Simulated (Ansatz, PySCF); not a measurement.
Energy difference R1 + R2 → P1, each structure at its B3LYP-D3(BJ)/def2-SVP stationary point, reached from a drawn start (curvature not checked).
R1: HInO (SMILES [OH][In]), charge 0, multiplicity 1.
P1: HInO3 (SMILES [OH][In]1[O][O]1), charge 0, multiplicity 1.
R2: O2 (SMILES O=O), charge 0, multiplicity 3.

P less R. No zero-point or thermal terms; singlets are restricted closed shells; open shells are unrestricted; no spin–orbit coupling. One arrangement of each flexible species, with no search for the lowest.

Cores are frozen in the correlated methods. In cc and def2 sets filled d and f shells under p-block atoms count as core. CBS: X⁻³ extrapolation of the correlation energy, Hartree–Fock from the larger set.

The values were computed with Ansatz (a program for electronic structure); PySCF for the D3/D4 terms. Each number belongs to the level named beside it. Elements past Kr take the def2 small-core potentials, without spin–orbit coupling.

PBE/def2-TZVPPD gives 25.46 kcal/mol for the reaction energy.

**Question.** Where do these levels fall relative to PBE: PBE-D3(BJ)/def2-TZVPPD, r2SCAN/def2-TZVPPD, B3LYP/def2-TZVPPD, wB97M-V/def2-TZVPPD, MP2/CBS(def2-TZVPPD, def2-QZVPPD), CCSD(T)/CBS(def2-TZVPPD, def2-QZVPPD).

**Answer.** PBE-D3(BJ)/def2-TZVPPD -0.52; r2SCAN/def2-TZVPPD 2.13; B3LYP/def2-TZVPPD 9.12; wB97M-V/def2-TZVPPD 2.52; MP2/CBS(def2-TZVPPD, def2-QZVPPD) -20.75; CCSD(T)/CBS(def2-TZVPPD, def2-QZVPPD) -11.73 kcal/mol. 3 of 6 lie above PBE; the widest gap is to MP2/CBS(def2-TZVPPD, def2-QZVPPD).
